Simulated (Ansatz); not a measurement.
A structure relaxed at PBE0-D4/def2-TZVP in Ansatz, charge 0, singlet:

```xyz
8

Li   -2.524   -0.911   -2.522
Li    3.009    1.257   -1.122
Li    0.769    0.273    0.768
Li    0.261    0.184   -1.796
Li   -0.817   -0.454    3.318
Li   -1.639   -0.685    0.416
O     1.542    0.652   -0.777
O    -0.602   -0.317    1.715
```

Question: Give its formula and point group.

Answer: the cluster Li₆O₂. Point group C2v (tolerance 0.1 Å).

Question: Summarise the bond lengths by kind (pairs closer than 1.2 times the sum of covalent radii, bridged metal pairs left out).

Answer: 6 × Li–O 1.62 to 1.77 Å; 1 × Li–Li 3.04 Å.

The restricted singlet is unstable towards broken spin symmetry in Hartree–Fock (as tested in another run); at PBE0-D4/def2-TZVP this wasn't settled. Another isomer (singlet) lies 0.59 eV lower at PBE0-D4/def2-TZVP; other spin states weren't run for this one.
